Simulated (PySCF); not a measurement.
NbOCl2, SMILES [O]=[Nb+]([Cl])[Cl], charge +1, multiplicity 1. Heavy atoms are numbered as in [Nb+:1](=[O:2])([Cl:3])[Cl:4].

Coordinates come from a B3LYP-D3(BJ)/def2-SVP optimisation. The spin state was assumed, not searched. The isomer is the one that the SMILES or the coordinates give; other isomers of the formula were not compared. The def2 effective core potentials stand for the cores of Nb; spin–orbit coupling is left out.

Computed with PySCF with CAM-B3LYP/def2-TZVPD.

Mulliken values depend strongly on the basis, most of all with diffuse functions as here. ESP charges are fitted to the potential on shells at 1.4 to 2.0 van der Waals radii. Atomic charges (e), one atom of each kind:

```csv
atom,Mulliken,ESP fit
Nb1,1.91,___
O2,-0.48,___
Cl3,-0.22,___
```

### Question
What belongs in the gaps? (The exact figures need the calculation; the answer reports its results.)

### Answer

- Nb1, ESP fit: 1.64
- O2, ESP fit: -0.40
- Cl3, ESP fit: -0.12
